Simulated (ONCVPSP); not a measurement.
## Before and after: ONCV potential for Pt

ONCVPSP 4.0.1 input, shortened (lines: element, Z, core and valence counts, functional; n l f; lmax; l rc ep ncon nbas qcut; lloc lpopt rc5 dvloc0; l nproj debl; icmod fcfact rcfact), LDA (Perdew-Wang 92), scalar-relativistic:

```
  Pt 78.00   10    3  -001012      upf
    1    0    2.00
    2    0    2.00
    2    1    6.00
    3    0    2.00
    3    1    6.00
    3    2   10.00
    4    0    2.00
    4    1    6.00
    4    2   10.00
    4    3   14.00
    5    0    2.00
    5    1    6.00
    5    2    9.00
    2
    0    1.40    0.00    4    8    7.10
    1    1.75    0.00    4    7    8.00
    2    1.95    0.00    4    8    7.80
    4    5    1.15    6.00
    0    1    2.60
    1    2    3.50
    2    1    1.80
    1    0.60    0.00
```

Change: core correction Teter function, fcfact 4.25, rcfact 1.35.

Cutoffs: the cutoffs (Ha) at which the residual kinetic energy of the hardest occupied pseudo-wave falls to 1 and 0.1 mHa per electron; they do not see the model core or the augmentation charge, which bear on the density cutoff. Errors are all-electron minus pseudo energies relative to the spin-unpolarised reference configuration.

Predict the effect on cutoff, ghosts and configuration errors.

The potential gets neither clearly harder nor softer (23 Ha and 73 Ha → 23 Ha and 73 Ha); of the 4 tests that both files solve, the error grows in 0 and shrinks in 2 by more than 15 % and 0.3 meV (median size 153.3 → 153.0 meV); neither file shows a bound ghost. A model core, the more so a compact one, raises the density cutoff, which this test does not measure.

```csv
quantity,base,changed
"cutoff, loose",23 Ha,23 Ha
"cutoff, tight",73 Ha,73 Ha
bound ghosts,none,none
GHOST(+) flags under 300 eV,none,none
"error for 5s2 5p6 5d9 6s1, meV [ΔE -9.54 eV]",+299,+302
"error for 5s2 5p6 5d8, meV [ΔE 20.26 eV]",-2.1,-1.5
"error for 5s2 5p6 5d7, meV [ΔE 52.77 eV]",-7.2,-3.9
"error for 5s2 5p5 5d9 6s1, meV [ΔE 52.90 eV]",+327,+329
s: phases at 1.42 bohr within 0.05 rad from the reference energy up to (Ha; the scan ends near 5),-0.1,-0.1
p: phases at 1.78 bohr within 0.05 rad from the reference energy up to (Ha; the scan ends near 5),to the end of the scan,to the end of the scan
d: phases at 1.98 bohr within 0.05 rad from the reference energy up to (Ha; the scan ends near 5),1.8,1.8
"rms error of d²Exc/dni dnj with the model core, mHa",1.02,1.23
```
